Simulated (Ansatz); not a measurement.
Species: C2H6B, net charge 0, doublet state. It need not be the lowest isomer of its formula. SMILES: C[B]C
Geometry: optimised at B3LYP-D3(BJ)/def2-TZVP (Ansatz, a program for electronic structure).

Computed values are from Ansatz. Correlated levels leave the core frozen unless marked. Open shells are spin-unrestricted. No spin-orbit coupling. No relativistic terms. CBS marks a two-point X^-3 extrapolation of the correlation energy; Hartree-Fock from the larger set.

Task: What is the atomisation energy De at CCSD(T)/CBS(cc-pVTZ,cc-pVQZ)?

Result: 3280.0 kJ/mol.

Task: What is the dipole moment at CCSD(T)/aug-cc-pVDZ?

Result: 1.01 D.

Task: What is the total energy at CCSD(T)/CBS(cc-pVTZ,cc-pVQZ)?

Result: -104.4301 Eh.

Task: What is the T1 diagnostic at CCSD/cc-pVQZ?

Result: 0.012.
